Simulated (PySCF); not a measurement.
SMILES CC(C)(C)CC[SiH3] (C6H16Si) at its GFN2-xTB optimised geometry (Å):

```
23

C      1.3910    -0.0891     0.0000
C     -0.1393    -0.0891     0.0000
C     -0.6504     1.3533     0.0000
C     -0.6321    -0.7858    -1.2735
C     -0.6923    -0.8698     1.2088
C     -0.2892    -0.3476     2.5856
Si    -1.0512    -1.3684     3.9968
H      1.7660     0.3640    -0.9154
H      1.7834     0.4789     0.8397
H      1.7739    -1.1059     0.0602
H     -1.7374     1.3744     0.0444
H     -0.2591     1.9088     0.8486
H     -0.3351     1.8632    -0.9081
H     -0.2734    -1.8122    -1.3126
H     -1.7195    -0.8024    -1.3054
H     -0.2725    -0.2646    -2.1582
H     -0.3637    -1.9088     1.1197
H     -1.7834    -0.8707     1.1393
H     -0.5987     0.6934     2.6887
H      0.7977    -0.3614     2.6788
H     -2.5127    -1.3064     3.9162
H     -0.6209    -2.7643     3.8849
H     -0.6071    -0.8198     5.2799
```

Level of theory: B3LYP/def2-SVP (PySCF 2.14.0). Cells within 0.4 Å of a nucleus heavier than hydrogen are left out (blank, or x).

Map of the deformation density (molecule minus spherical neutral atoms) (e/bohr³) on the plane z = 1.0 Å:

```
|111111111111111111111111111|
|111111111111111111111111111|
|111111111111111111111111111|
|111111111111111111111111111|
|111111111111111111111111111|
|111111111111111111111111111|
|111111111112211111111111111|
|111111111113521111111111111|
|111111111113421111111111111|
|111111111001110011111111111|
|111111110000000001111111111|
|111111110000000001321111111|
|111111110000000002441111111|
|111111110001100001331111111|
|111111112113310000111111111|
|11111113765x510000011111111|
|1111111598xx400000111111111|
|111111125437510001111111111|
|111111111138831011111111111|
|111111111137831111111111111|
|111111111112211111111111111|
|111111111111011111111111111|
|111111111111111111111111111|
|111111111111111111111111111|
|111111111111111111111111111|
|111111111111111111111111111|
|111111111111111111111111111|
```
Scale: ten equal steps from -0.016 (start of '0') to 0.085 (end of '9'), in the order '0123456789'; x runs from -4.00 to 4.00, y from -4.00 (bottom) to 4.00 (top).
